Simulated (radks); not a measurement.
Results of a calculation; reference values are marked as such.
How relativity changes the ionisation of neutral thulium ([Xe] 4f13 6s2) to Tm+ ([Xe] 4f13 6s1). Spin-unpolarised spherical Kohn-Sham, LDA (Slater exchange, Perdew-Wang correlation), point nucleus unless stated (finite: rms radius 5.2256 fm), a radial shooting solver on a logarithmic mesh with Libxc functionals. A level marked "c x" has the speed of light scaled by that factor and shares open shells by 2j + 1; other Dirac levels either fill j = l - 1/2 first or share by 2j + 1.

level                               E(Tm) (hartree)  E(Tm+) (hartree)  IE (eV)   HOMO  <r> HOMO (bohr)
non-rel.                                -12936.7574       -12936.5313    6.151     6s            4.224
scalar-rel.                             -13559.0267       -13558.7813    6.676     4f           0.8110
scalar-rel., finite nucleus             -13557.5691       -13557.3238    6.675     4f           0.8110
Dirac, 2j+1 shares                      -13573.6976       -13573.4521    6.680  4f7/2           0.8232
Dirac, low j first                      -13573.7164       -13573.4710    6.679  4f7/2           0.8239
Dirac, 2j+1 shares, finite nucleus      -13572.2291       -13571.9837    6.679  4f7/2           0.8232
Dirac, c x 1.25                         -13324.2856       -13324.0485    6.454  6s1/2            4.039
Dirac, c x 1.5                          -13199.0303       -13198.7969    6.350  6s1/2            4.099

NIST Atomic Spectra Database: 6.184 eV (measured). The relativistic part of the total energy of Tm is -635.5 hartree (Dirac, 2j+1 shares, finite nucleus), 4.9 % of the non-relativistic value. Spin polarisation and multiplet splitting of open shells are left out at every level.

Beside tabulated values, note that relativity, absent from the non-relativistic runs, is large for the heavy elements, and spin-unpolarised runs miss the spin-polarisation part of the exchange energy of open shells.
